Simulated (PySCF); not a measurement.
**Excitation energy of S⁺ by level of theory**

S⁺ [Ne] 3s2 3p3 (4S) → S⁺ [Ne] 3s1 3p4, s spin flipped, as a difference of total energies. Computed with PySCF 2.14 in x2c-QZVPPall with one added diffuse shell each of s, p, d, f type (10s7p5d3f1g, 86 functions), with the spin-free X2C one-electron Hamiltonian (Gaussian nucleus). Correlated levels: valence: [Ne] frozen; valence and next inner shell: 1s2 frozen. The calculations carry no spin-orbit coupling.

| method | excitation energy (eV) |
| --- | --- |
| UHF | 16.738 |
| LDA | 12.688 |
| PBE | 12.871 |
| PBE0 | 13.785 |
| r2SCAN | 13.815 |
| BP86 | 12.754 |
| B3LYP | 13.377 |
| wB97M-V | 13.606 |
| MP2 (valence) | 14.787 |
| SCS-MP2 (valence) | 14.401 |
| MP2 (valence and next inner shell) | 14.681 |

Task: Estimate what M06-2X gives.

Result: 13.705 eV, closest to PBE0 among the rows shown.

Task: Estimate what SCS-MP2 (valence and next inner shell) gives.

Result: 14.320 eV, closest to SCS-MP2 (valence) among the rows shown.

The upper determinant mixes two multiplicities, so it lies between the two terms.
